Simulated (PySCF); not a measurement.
Compound: C2H11NSi2.
SMILES: `CN(C)[SiH2][SiH3]`

A linear-response calculation (PySCF, def2-SVPD basis, gas phase, vertical, core orbitals frozen in the response) gave these numbers; the functional is withheld.

Orbital energies (eV): HOMO-3 -10.99, HOMO-2 -10.69, HOMO-1 -9.87, HOMO -7.52, LUMO 0.96, LUMO+1 1.26, LUMO+2 1.45.

| state | E (eV) | f | main configurations (H = HOMO, L = LUMO) |
| --- | --- | --- | --- |
| S1 | 5.27 | 0.017 | H→L (86%) |
| S2 | 6.04 | 0.0079 | H→L+3 (85%) |
| S3 | 6.07 | 0.010 | H→L+1 (57%), H→L+2 (20%), H→L (11%) |
| S4 | 6.41 | 0.169 | H→L+2 (62%), H→L+1 (22%) |
| S5 | 6.60 | 0.017 | H→L+4 (63%), H→L+5 (24%) |
| S6 | 6.81 | 0.0001 | H→L+6 (85%) |

Triplets, Tamm–Dancoff:

```
state  E (eV)  λ (nm)  main configurations (H = HOMO, L = LUMO)
   T1    4.92   252.1       H→L (72%), H→L+2 (11%), H→L+1 (10%)
   T2    5.61   221.1                 H→L+3 (84%), H-1→L+3 (9%)
   T3    5.84   212.2       H→L+2 (48%), H→L (24%), H→L+1 (18%)
   T4    5.99   207.0                  H→L+1 (54%), H→L+2 (26%)
```

Vertical ionisation energy by ΔSCF with the same functional: 8.11 eV. Mean static polarisability: 93.4 au.

Question: Name the functional.
A. HF
B. PBE
C. CAM-B3LYP
D. B3LYP

Answer: C. CAM-B3LYP is range-separated, 19% exact exchange at short range and 65% at long range (ω = 0.33 bohr⁻¹). In this run −ε(HOMO) = 7.52 eV differs from the ΔSCF value by -0.58 eV, and S1 differs from the orbital gap of 8.48 eV by -3.21 eV. The ratio −ε(HOMO)/IP is 0.93. Usual ranges for neutral molecules in this basis: 0.85 to 0.93 with CAM-B3LYP, 0.5 to 0.7 with PBE, 0.67 to 0.83 with B3LYP; Hartree–Fock can't fall below 1, since the ion's relaxation only lowers the ΔSCF value. The other options: PBE, a GGA without exact exchange; HF, time-dependent Hartree–Fock, 100% exact exchange; B3LYP, a global hybrid with 20% exact exchange.

Level of theory: PySCF, TDDFT CAM-B3LYP/def2-SVPD, vertical, gas phase, core orbitals frozen in the response. The structure is a single PBE0-D3(BJ)/def2-SVP conformer in the gas phase; no vibrational or solvent corrections.

Conformer computed: `[CH3:1][N:2]([CH3:3])[SiH2:4][SiH3:5]`: C1–N2–Si4–Si5 78°.

Without π bonds the low states are Rydberg-like; a valence basis with one diffuse set may place them up to an eV too high.
